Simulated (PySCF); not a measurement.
## Energy of Cd (cadmium, neutral) between two integer charges

The 5s beta orbital of [Kr] 4d10 5s2 is emptied in steps (occupation f), with all orbitals relaxed, ending at [Kr] 4d10 5s1. All numbers are calculated (PySCF 2.14, scalar relativity through the core potential, in aug-cc-pVTZ-PP with ECP28MDF (6s6p5d3f2g, 88 functions)). The exact energy is a straight line in f; departures are measured from the line between the end points of the same method.

```tsv
f	BHandHLYP (eV)	wB97X (eV)	B3LYP (eV)
1	0.000	0.000	0.000
0.9	-0.148	-0.043	-0.248
0.7	-0.349	-0.100	-0.582
0.5	-0.420	-0.117	-0.698
0.3	-0.357	-0.092	-0.590
0.1	-0.155	-0.028	-0.255
0	0.000	0.000	0.000
```

| method | E(f=0) − E(f=1) (eV) | −ε at f=1 (eV) | −ε at f=0.5 (eV) |
| --- | --- | --- | --- |
| BHandHLYP | 8.692 | 7.053 | 8.669 |
| wB97X | 8.997 | 8.527 | 9.017 |
| B3LYP | 9.142 | 6.399 | 9.117 |

Orbital energy along the path (eV):

| f | BHandHLYP | wB97X | B3LYP |
| --- | --- | --- | --- |
| 1 | -7.053 | -8.527 | -6.399 |
| 0.9 | -7.368 | -8.617 | -6.931 |
| 0.7 | -8.010 | -8.810 | -8.013 |
| 0.5 | -8.669 | -9.017 | -9.117 |
| 0.3 | -9.349 | -9.227 | -10.244 |
| 0.1 | -10.060 | -9.361 | -11.398 |
| 0 | -10.431 | -9.111 | -11.984 |

As f goes to zero the orbital energy of a semilocal functional can turn back, because the density of that orbital vanishes from the exchange-correlation potential.

Reference removal energy between the ground levels: 8.994 eV (measured; NIST Atomic Spectra Database, ionization energies).
